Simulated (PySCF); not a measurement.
Radial density of Ne³⁺ (neon, charge +3)

UHF, [He] 2s2 2p3, high-spin 4S determinant. Computed with PySCF 2.14 in aug-cc-pwCVTZ, with the non-relativistic Hamiltonian (point nucleus).

```csv
r (bohr),4πr²ρ (e/bohr),4πr²(ρα − ρβ)
0.00290,0.06267,0.0000
0.00488,0.1711,0.0001
0.00821,0.4515,0.0002
0.0138,1.144,0.0006
0.0232,2.680,0.0019
0.0391,5.542,0.0075
0.0657,9.253,0.0379
0.111,10.92,0.1984
0.186,7.653,0.8062
0.313,4.563,2.3685
0.526,6.238,3.8278
0.885,4.544,2.4818
1.49,0.7773,0.4234
2.50,0.01303,0.0061
```
